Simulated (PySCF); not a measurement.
## Working with the constants of MoO

ROHF-CCSD(T) constants of MoO, ⁵Π (quintet), unpaired electrons σ ↑, π ↑, δ ↑↑ (PySCF, scalar-relativistic core potentials, basis sets Mo def2-TZVPPD with ECP28, O def2-TZVPPD; masses 97.9054 and 15.9949 u):

* ωe: 923.9 cm⁻¹
* ωexe: 4.44 cm⁻¹
* Be: 0.42101 cm⁻¹
* αe: 0.00236 cm⁻¹
* D (centrifugal): 3.5e-07 cm⁻¹
* De to Mo (4d5 5s1) + O: 5.20 eV

Give the vibrational terms G(v) and spacings up to v = 6.

G(v) = ωe(v+½) − ωexe(v+½)².

| v | G(v) (cm⁻¹) | G(v) − G(v−1) | Bv (cm⁻¹) |
| --- | --- | --- | --- |
| 0 | 460.8 |  | 0.4198 |
| 1 | 1375.9 | 915.0 | 0.4175 |
| 2 | 2282.0 | 906.1 | 0.4151 |
| 3 | 3179.3 | 897.3 | 0.4128 |
| 4 | 4067.6 | 888.4 | 0.4104 |
| 5 | 4947.1 | 879.5 | 0.4080 |
| 6 | 5817.8 | 870.6 | 0.4057 |

How well does the Morse estimate ωe²/(4ωexe) reproduce De, and what is D0?

It gives 5.96 eV, 115 % of the computed De. D0 = De − G(0) = 5.20 − 0.06 = 5.14 eV.

Correlated steps freeze 1 core orbital. These are scalar-relativistic numbers at best; spin–orbit coupling would shift them, the dissociation energy most. With d or f electrons several states lie close, and the lowest PBE0 determinant need not be the measured ground state.
